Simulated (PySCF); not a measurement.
## EPR parameters of C6H9O2

C6H9O2 (doublet state).
Z-matrix (Å and degrees, GFN2-xTB geometry), rows numbered from 1:
```
C 
O   1  1.4045
C   2  1.3686  1  117.89
C   3  1.3442  2  126.01  1     1.19
O   4  1.3561  3  123.33  2  -179.83
C   5  1.3522  4  118.58  3    -7.82
C   6  1.4846  5  120.16  4   -16.89
C   3  1.5020  2  113.33  1  -178.73
H   1  1.0887  2  105.84  3  -179.97
H   1  1.0947  2  111.41  3    61.06
H   1  1.0948  2  111.40  3   -61.05
H   4  1.0771  3  125.32  2    -1.91
H   6  1.0740  5  112.71  4  -175.16
H   7  1.1018  6  110.69  5   -74.00
H   7  1.0903  6  109.96  5   167.24
H   8  1.0938  3  109.67  2    88.35
H   8  1.0907  3  109.09  2   -29.56
```

The hyperfine couplings belong to this conformer and change with its torsions.

Identity: `COC1=CO[CH]CC1` [radical].

Computed with UKS B3LYP, pcH-1 on C H O, non-relativistic, mean-field spin-orbit, GIAO in PySCF 2.14.0. Geometry: GFN2-xTB, one conformer, isolated molecule. A GFN2-xTB geometry isn't a minimum of the functional, and hyperfine couplings can be far from their values at a DFT geometry. No stability test was run, so a lower SCF solution isn't excluded.

```json
{
 "g1, g2, g3": "2.00210, 2.00312, 2.00408",
 "g_iso": "2.00310",
 "Form of g": "rhombic: the two nearest values differ by 49 % of g3 − g1",
 "⟨S²⟩": "0.7552 (exact 0.7500)"
}
```

Hyperfine couplings atom by atom, in MHz; T1 to T3 are the principal values of the dipolar part; ρ(0) is the spin density at the nucleus:

| atom | isotope | a_iso | T1 | T2 | T3 | Mulliken spin population | ρ(0) (bohr⁻³) |
| --- | --- | --- | --- | --- | --- | --- | --- |
| C1 | 13C | -0.5 | -0.3 | -0.2 | 0.5 | 0.00 | -0.0005 |
| O2 | 17O | -3.2 | -6.9 | 3.2 | 3.7 | 0.01 | 0.0052 |
| C3 | 13C | 8.3 | -9.7 | -7.6 | 17.3 | 0.10 | 0.0074 |
| C4 | 13C | -9.9 | -9.1 | 3.0 | 6.0 | -0.06 | -0.0088 |
| O5 | 17O | -17.9 | -54.8 | 26.1 | 28.7 | 0.09 | 0.0296 |
| C6 | 13C | 125.8 | -74.0 | -72.1 | 146.1 | 0.86 | 0.1119 |
| C7 | 13C | -25.4 | -2.0 | -1.6 | 3.6 | -0.06 | -0.0226 |
| C8 | 13C | 26.0 | -2.0 | -1.4 | 3.4 | 0.01 | 0.0232 |
| H9 | 1H | -0.2 | -0.6 | -0.6 | 1.2 | 0.00 | -0.0001 |
| H10 | 1H | 1.7 | -0.9 | -0.7 | 1.6 | 0.00 | 0.0004 |
| H11 | 1H | 1.6 | -0.8 | -0.6 | 1.5 | 0.00 | 0.0004 |
| H12 | 1H | 2.4 | -3.0 | -1.7 | 4.7 | 0.00 | 0.0005 |
| H13 | 1H | -48.2 | -33.9 | -1.5 | 35.4 | -0.04 | -0.0108 |
| H14 | 1H | 121.7 | -5.1 | -2.0 | 7.0 | 0.06 | 0.0272 |
| H15 | 1H | 20.9 | -5.4 | -3.9 | 9.3 | 0.01 | 0.0047 |
| H16 | 1H | 8.2 | -3.3 | -2.3 | 5.6 | 0.00 | 0.0018 |
| H17 | 1H | 11.1 | -2.1 | -1.2 | 3.2 | 0.01 | 0.0025 |

Largest spin populations (Mulliken): C6 (+0.86), C3 (+0.10) and O5 (+0.09). No atom but C6 exceeds +0.15. The angles at C6 add up to 356.0°, so it is nearly planar; its axial dipolar tensor and the negative coupling of its proton fit spin in a p orbital normal to that plane.

Axes: g3 points within 4° of the O2–C3 bond.

Under fast tumbling the dipolar parts average out, and these isotropic splittings remain: 2 × 1H (H14/H15, I = 1/2, 3 lines) with 2.54 mT, 1 × 1H (H13, I = 1/2, 2 lines) with 1.72 mT, 2 × 1H (H16/H17, I = 1/2, 3 lines) with 0.34 mT, 1 × 1H (H12, I = 1/2, 2 lines) with 0.09 mT and 3 × 1H (H9/H10/H11, I = 1/2, 4 lines) with 0.04 mT.

Nuclei that the bonding pattern makes equivalent are averaged, as if the motion that swaps them (rotation, inversion, ring flip) were fast. The 1H value of +71.3 MHz is a mean of couplings from 20.9 to 121.7 MHz in this one geometry, not an average over conformers.

The 13C coupling of C6 (125.8 MHz) shows only in satellite lines or after enrichment, since that isotope makes up about 1.07 % of natural carbon.

The 17O coupling of O5 (-17.9 MHz) shows only in satellite lines or after enrichment, since that isotope makes up about 0.038 % of natural oxygen.
